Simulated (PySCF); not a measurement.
Bonding in BMe2(CCH)

Species: BMe2(CCH), C4H7B.
Structure used (PBE0-D3(BJ)/def2-SVP), in Å, numbered top down from 1:
```xyz
12
C4H7B angstrom
B      0.0467    0.0543    0.0029
C      1.6155    0.0190   -0.0370
H      1.9380   -0.0606    1.0203
H      2.0666    0.9414   -0.4323
H      2.0333   -0.8591   -0.5503
C     -0.7487    1.4074    0.0219
H     -0.9856    1.6322   -1.0369
H     -0.1592    2.2576    0.3969
H     -1.7138    1.3545    0.5462
C     -0.7299   -1.2680    0.0255
C     -1.3500   -2.3181    0.0401
H     -1.8974   -3.2434    0.0536
```

Bond orders from the PBE0/pcSseg-1 density (PySCF). Isolated species at its PBE0-D3(BJ)/def2-SVP geometry, gas phase.

Q: Set the Mayer orders of the bonds between heavy atoms beside their lengths.

A: 
```json
{"bond": "B1–C2", "length (Å)": "1.570", "Mayer order": "1.041"}
{"bond": "B1–C6", "length (Å)": "1.570", "Mayer order": "1.041"}
{"bond": "B1–C10", "length (Å)": "1.534", "Mayer order": "1.006"}
{"bond": "C10–C11", "length (Å)": "1.220", "Mayer order": "2.539"}
```

By pair of heavy elements: B–C: lowest B1–C10 (1.006, 1.534 Å), highest B1–C2 and B1–C6 (1.041, 1.570 Å); in 2 of the 3 pairs the longer bond (by over 0.003 Å) has the higher order (by 0.02 or more). Bonds named together lie within 0.004.

Q: And the bonds to hydrogen?

A: C–H: 0.92 to 1.08 (7 bonds).

Q: Sum the orders of all bonds at each heavy atom with more than one neighbour.

A: B1 3.088, C2 3.880, C6 3.880, C10 3.545, C11 3.616. Orders between atoms that aren't bonded are not in these sums.

For a closed shell the Mayer order of atoms A and B is Σ (PS)μν (PS)νμ over the basis functions μ on A and ν on B, with P the density and S the overlap matrix.
